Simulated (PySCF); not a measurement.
A composite method against measured constants

PySCF. The composite is CCSD(T) extrapolated to the basis-set limit from two correlation-consistent sets, with core-valence (CV) and scalar-relativistic (SR) terms as its label shows; it has no spin–orbit coupling and nothing beyond (T). Measured values: Huber and Herzberg, Constants of Diatomic Molecules (1979).

```
molecule              composite  Re computed (Å)  Re measured (Å)  ωe computed (cm⁻¹)  ωe measured (cm⁻¹)
      N2  CCSD(T)/CBS(TQ)+CV+SR           1.0970         1.097685              2371.0             2358.57
      BH  CCSD(T)/CBS(TQ)+CV+SR           1.2299           1.2324              2371.2              2366.9
     LiI     CCSD(T)/CBS(TQ)+CV           2.3976         2.391924               499.5              498.16
    LiBr     CCSD(T)/CBS(TQ)+CV           2.1770         2.170427               561.1              563.16
     LiH  CCSD(T)/CBS(TQ)+CV+SR           1.5995           1.5957              1398.5             1405.65
     NO⁺  CCSD(T)/CBS(TQ)+CV+SR           1.0625          1.06322              2390.6             2376.42
     MnH  CCSD(T)/CBS(TQ)+CV+SR           1.7281           1.7311              1557.7              1548.0
    CsBr        CCSD(T)/CBS(DT)           3.0981         3.072251               147.6              149.66
```

Q: Give the mean absolute errors, and the molecules missed most.

A: Re 6.1 mÅ, most for CsBr (+25.8 mÅ); ωe 6.7 cm⁻¹, most for NO⁺ (+14.2 cm⁻¹).

The molecules are drawn from runs that passed checks on state, spin purity and fit, so the hardest cases are missing and the errors look smaller than over all diatomics.

Correlated steps freeze the inner cores (1 to 37 orbitals); shallow outer-core shells are correlated. Spin–orbit coupling is left out.
